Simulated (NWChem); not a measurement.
System: C2HClF2; SMILES Cl/C(F)=C/F

NWChem input:

```
start job
memory heap 200 mb stack 900 mb global 1100 mb
geometry units angstroms noautoz
  F     -0.289246    -2.249500     0.000000
  C     -0.703022    -0.991255     0.000000
  C      0.164947     0.021268     0.000000
  F      1.468394    -0.158220     0.000000
  Cl    -0.328288     1.659360     0.000000
  H     -1.783535    -0.843927     0.000000
end
basis spherical
  F library def2-svp
  C library def2-svp
  Cl library def2-svp
  H library def2-svp
end
dft
  xc hfexch
  iterations 150
  mulliken
end
task dft energy
```

Excerpt of the output:

```
             Northwest Computational Chemistry Package (NWChem) 7.3.0
             --------------------------------------------------------

 CS  symmetry detected

                             Geometry "geometry" -> ""
                             -------------------------

 Output coordinates in angstroms (scale by  1.889725989 to convert to a.u.)

  No.       Tag          Charge          X              Y              Z
 ---- ---------------- ---------- -------------- -------------- --------------
    1 F                    9.0000    -0.30726841    -2.24457098     0.00000000
    2 C                    6.0000    -0.71116127    -0.98311880     0.00000000
    3 C                    6.0000     0.16472385     0.02256419     0.00000000
    4 F                    9.0000     1.46672273    -0.16714328     0.00000000
    5 Cl                  17.0000    -0.31564583     1.66447501     0.00000000
    6 H                    1.0000    -1.79048530    -0.82731916     0.00000000

 Effective nuclear repulsion energy (a.u.)     213.2620034822

      Symmetry information
      --------------------

 Group name             Cs
 Group number              2
 Group order               2
 No. of unique centers     6

  xc_inp: hfexch multiplicative factor not found.

                                 NWChem DFT Module
                                 -----------------

 Summary of "ao basis" -> "ao basis" (spherical)
 ------------------------------------------------------------------------------
       Tag                 Description            Shells   Functions and Types
 ---------------- ------------------------------  ------  ---------------------
 F                          def2-svp                 6       14   3s2p1d
 C                          def2-svp                 6       14   3s2p1d
 Cl                         def2-svp                 8       18   4s3p1d
 H                          def2-svp                 3        5   2s1p

      Symmetry analysis of basis
      --------------------------

        a'         57
        a"         22

            General Information
            -------------------
          SCF calculation type: DFT
          Wavefunction type:  closed shell.
          No. of atoms     :     6
          No. of electrons :    48
           Alpha electrons :    24
            Beta electrons :    24
          Charge           :     0
          Spin multiplicity:     1
          Use of symmetry is: on ; symmetry adaption is: on
          Maximum number of iterations: 150
          AO basis - number of functions:    79
                     number of shells:    35
          Convergence on energy requested:  1.00D-06
          Convergence on density requested:  1.00D-05
          Convergence on gradient requested:  5.00D-04

              XC Information
              --------------
                     Hartree-Fock (Exact) Exchange  1.000

      Superposition of Atomic Density Guess
      -------------------------------------

 Sum of atomic energies:        -733.65744200

      Non-variational initial energy
      ------------------------------

 Total energy =    -735.413003
 1-e energy   =   -1439.126035
 2-e energy   =     490.451029
 HOMO         =      -0.224262
 LUMO         =       0.102116

      Symmetry analysis of molecular orbitals - initial
      -------------------------------------------------

  Numbering of irreducible representations:

     1 a'          2 a"

  Orbital symmetries:

     1 a'          2 a'          3 a'          4 a'          5 a'
     6 a'          7 a'          8 a'          9 a"         10 a'
    11 a'         12 a'         13 a'         14 a'         15 a'
    16 a'         17 a"         18 a'         19 a"         20 a'
    21 a'         22 a"         23 a'         24 a"         25 a"
    26 a'         27 a'         28 a'         29 a'         30 a'
    31 a'         32 a'         33 a'         34 a"

     ---------------------------------------------
      Total Density - Mulliken Population Analysis
     ---------------------------------------------

    Atom       Charge   Shell Charges
 -----------   ------   -------------------------------------------------------
    1 F    9     9.37   1.99  1.14  0.76  3.44  2.03  0.01
    2 C    6     5.80   1.99  0.92  0.25  1.80  0.77  0.06
    3 C    6     5.37   1.99  0.89  0.20  1.54  0.67  0.08
    4 F    9     9.34   1.99  1.14  0.76  3.43  2.02  0.01
    5 Cl  17    17.19   2.00  1.99  1.22  0.71  5.94  2.11  3.19  0.03
    6 H    1     0.93   0.68  0.23  0.03

   convergence    iter        energy       DeltaE   RMS-Dens  Diis-err
 ---------------- ----- ----------------- --------- --------- ---------
 d= 0,ls=0.0,diis     1   -734.1802448361 -9.47D+02  8.86D-03  7.10D-01
 d= 0,ls=0.0,diis     2   -734.2436954737 -6.35D-02  4.18D-03  2.32D-01
 d= 0,ls=0.0,diis     3   -734.2669913067 -2.33D-02  1.00D-03  6.81D-03
 d= 0,ls=0.0,diis     4   -734.2682000116 -1.21D-03  3.94D-04  5.29D-04
 d= 0,ls=0.0,diis     5   -734.2683137269 -1.14D-04  1.56D-04  4.10D-05
  Resetting Diis
 d= 0,ls=0.0,diis     6   -734.2683273371 -1.36D-05  5.65D-05  4.76D-06
 d= 0,ls=0.0,diis     7   -734.2683287396 -1.40D-06  8.43D-06  2.91D-07
 d= 0,ls=0.0,diis     8   -734.2683288063 -6.67D-08  4.70D-06  5.01D-08

         Total DFT energy =     -734.268328806340
      One electron energy =    -1439.486994686125
           Coulomb energy =      550.342082496337
    Exchange-Corr. energy =      -58.385420098771
 Nuclear repulsion energy =      213.262003482218

 Numeric. integr. density =        0.000000000000

                  Occupations of the irreducible representations
                  ----------------------------------------------

                     irrep           alpha         beta
                     --------     --------     --------
                     a'               19.0         19.0
                     a"                5.0          5.0

                       DFT Final Molecular Orbital Analysis
                       ------------------------------------

 Vector   22  Occ=2.000000D+00  E=-5.309685D-01  Symmetry=a"
              MO Center= -1.6D-01,  1.2D+00, -1.9D-16, r^2= 2.0D+00
   Bfn.  Coefficient  Atom+Function         Bfn.  Coefficient  Atom+Function
  ----- ------------  ---------------      ----- ------------  ---------------
    69      0.545367  5 Cl pz                66      0.414225  5 Cl pz
    63      0.237541  5 Cl pz                34      0.197344  3 C  pz
    48      0.192137  4 F  pz                51     -0.157623  4 F  pz
    37      0.122510  3 C  pz                20      0.112041  2 C  pz
     6      0.095867  1 F  pz                 9     -0.080593  1 F  pz

 Vector   23  Occ=2.000000D+00  E=-4.976922D-01  Symmetry=a'
              MO Center= -2.8D-01,  1.6D+00, -2.0D-16, r^2= 1.4D+00
   Bfn.  Coefficient  Atom+Function         Bfn.  Coefficient  Atom+Function
  ----- ------------  ---------------      ----- ------------  ---------------
    67      0.616450  5 Cl px                64      0.456498  5 Cl px
    61      0.261159  5 Cl px                68      0.183263  5 Cl py
    65      0.130020  5 Cl py                47      0.085514  4 F  py
    46     -0.074880  4 F  px                62      0.074796  5 Cl py
    17      0.071338  2 C  s                 50     -0.064245  4 F  py

 Vector   24  Occ=2.000000D+00  E=-3.807067D-01  Symmetry=a"
              MO Center= -2.7D-01, -1.5D-01, -4.2D-16, r^2= 2.5D+00
   Bfn.  Coefficient  Atom+Function         Bfn.  Coefficient  Atom+Function
  ----- ------------  ---------------      ----- ------------  ---------------
    20      0.384250  2 C  pz                69     -0.368541  5 Cl pz
    34      0.362743  3 C  pz                23      0.269570  2 C  pz
    37      0.235749  3 C  pz                66     -0.233312  5 Cl pz
     6      0.204374  1 F  pz                 9     -0.190413  1 F  pz
    48      0.170474  4 F  pz                51     -0.161709  4 F  pz

 Vector   25  Occ=0.000000D+00  E= 1.546800D-01  Symmetry=a"
              MO Center= -3.2D-01, -4.1D-01, -2.7D-15, r^2= 2.3D+00
   Bfn.  Coefficient  Atom+Function         Bfn.  Coefficient  Atom+Function
  ----- ------------  ---------------      ----- ------------  ---------------
    23      0.741380  2 C  pz                37     -0.731578  3 C  pz
    34     -0.452152  3 C  pz                20      0.401439  2 C  pz
    69      0.248810  5 Cl pz                 9     -0.196950  1 F  pz
    51      0.197500  4 F  pz                48     -0.155069  4 F  pz
     6      0.150743  1 F  pz                66      0.089010  5 Cl pz

 Vector   26  Occ=0.000000D+00  E= 1.933319D-01  Symmetry=a'
              MO Center= -1.7D+00, -5.4D-01,  2.2D-15, r^2= 3.5D+00
   Bfn.  Coefficient  Atom+Function         Bfn.  Coefficient  Atom+Function
  ----- ------------  ---------------      ----- ------------  ---------------
    76      2.096575  6 H  s                 17     -1.109886  2 C  s
    21      1.027574  2 C  px                22     -0.351588  2 C  py
    68     -0.285673  5 Cl py                 3     -0.265573  1 F  s
    18      0.261806  2 C  px                33     -0.240970  3 C  py
    31     -0.160790  3 C  s                  8     -0.136019  1 F  py

 Vector   27  Occ=0.000000D+00  E= 2.361633D-01  Symmetry=a'
              MO Center= -7.4D-01,  4.3D-01, -2.6D-15, r^2= 3.7D+00
   Bfn.  Coefficient  Atom+Function         Bfn.  Coefficient  Atom+Function
  ----- ------------  ---------------      ----- ------------  ---------------
    17      1.495501  2 C  s                 76     -1.307151  6 H  s
    31     -1.118304  3 C  s                 68     -0.925310  5 Cl py
    60      0.766120  5 Cl s                 36     -0.626912  3 C  py
    35      0.520704  3 C  px                21     -0.482568  2 C  px
    33     -0.339513  3 C  py                30     -0.311547  3 C  s

     ---------------------------------------------
      Total Density - Mulliken Population Analysis
     ---------------------------------------------

    Atom       Charge   Shell Charges
 -----------   ------   -------------------------------------------------------
    1 F    9     9.30   1.99  1.13  0.80  3.34  2.03  0.01
    2 C    6     5.73   1.99  0.87  0.20  1.94  0.64  0.09
    3 C    6     5.67   1.99  0.89  0.15  1.93  0.60  0.11
    4 F    9     9.27   1.99  1.13  0.80  3.34  2.01  0.01
    5 Cl  17    17.11   2.00  1.99  1.21  0.75  5.94  2.10  3.07  0.04
    6 H    1     0.91   0.75  0.14  0.03

     -------------------------------------------
      Total Density - Lowdin Population Analysis
     -------------------------------------------

    Atom       Charge   Shell Charges
 -----------   ------   -------------------------------------------------------
    1 F    9     9.11   1.98  1.01  0.73  3.22  2.16  0.01
    2 C    6     5.92   1.97  0.59  0.31  1.78  1.09  0.18
    3 C    6     6.03   1.97  0.62  0.31  1.78  1.14  0.22
    4 F    9     9.10   1.98  1.01  0.73  3.22  2.14  0.01
    5 Cl  17    16.87   2.00  1.96  1.01  0.78  5.83  2.23  3.01  0.05
    6 H    1     0.97   0.64  0.25  0.07

     Multipole analysis of the density
     ---------------------------------

     L   x y z        total         alpha         beta         nuclear
     -   - - -        -----         -----         ----         -------
     0   0 0 0     -0.000000    -24.000000    -24.000000     48.000000

     1   1 0 0     -0.701975     -0.350988     -0.350988     -0.000000
     1   0 1 0      0.280556      0.140278      0.140278     -0.000000
     1   0 0 1      0.000000      0.000000      0.000000      0.000000

     2   2 0 0    -24.234270    -62.662153    -62.662153    101.090036
     2   1 1 0      0.740523     -1.000666     -1.000666      2.741856
     2   1 0 1     -0.000000     -0.000000     -0.000000      0.000000
     2   0 2 0    -27.276758   -190.725815   -190.725815    354.174871
     2   0 1 1     -0.000000     -0.000000     -0.000000      0.000000
     2   0 0 2    -25.125059    -12.562530    -12.562530      0.000000
```

Level: Hartree-Fock/def2-SVP. Geometry: optimised at PBE0/def2-SVP.
